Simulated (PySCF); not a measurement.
NMR data simulated for an unnamed compound:

1H NMR (300 MHz, computed): δ 7.53 (d, 1H), 5.24 (d, 1H), 3.80 (s, 3H), 2.15 (s, 3H).

13C{1H} NMR (computed): δ 196.8 (C), 169.7 (CH), 111.9 (CH), 56.5 (CH3), 26.7 (CH3).

- PBE0/pcSseg-1 with gauge-including orbitals
- geometry: GFN2-xTB
- program: PySCF
- no solvent, non-relativistic Hamiltonian, equivalent nuclei averaged, single conformer

References, each an isolated molecule treated in the same way: TMS for 1H (σ = 31.72 ppm) and 13C (σ = 186.93 ppm).

Which of these does the molecule contain: a methoxy group, a benzene ring, an NH or NH2 group, an ester, a non-aromatic C=C double bond, a ketone?

## Answers


- A methoxy group: yes (δC 56.5; δH 3.80 (s)).
- A benzene ring: no.
- An NH or NH2 group: no.
- An ester: no.
- A non-aromatic C=C double bond: yes.
- A ketone: yes (δC 196.8).

The data belong to SMILES CO/C=C/C(C)=O, C5H8O2; they needn't prove each group on their own.

Carbon signals by region: 2 in the far downfield region (above 160 ppm), 1 in the sp2 and nitrile region (100–160 ppm), 1 at 50–100 ppm, 1 below 50 ppm. Above 160 ppm: 196.8, ketone carbonyl carbon, 169.7, alkene carbon bearing oxygen.

Shifts are as computed. Against solution values, carbons near 30 ppm lie about +3 ppm off and those near 130 ppm about +5 ppm (rms about the fit 2.1 ppm; single classes can miss by 10 ppm). Of 1328 compounds with measured shifts, 309 miss one by over three times the rms of a fit or turn the order of signals round; such compounds aren't used in these exercises. Signals without a measured value on file couldn't be tested in this way; 1H shifts scatter by 0.2 ppm about their fit, and single ones miss by 0.5 ppm. No couplings were computed; multiplicities are counted from neighbouring protons, with m where these are inequivalent, close in shift, in a saturated or five-membered ring or joined by F or P, and br s for small geminal =CH2 splittings.
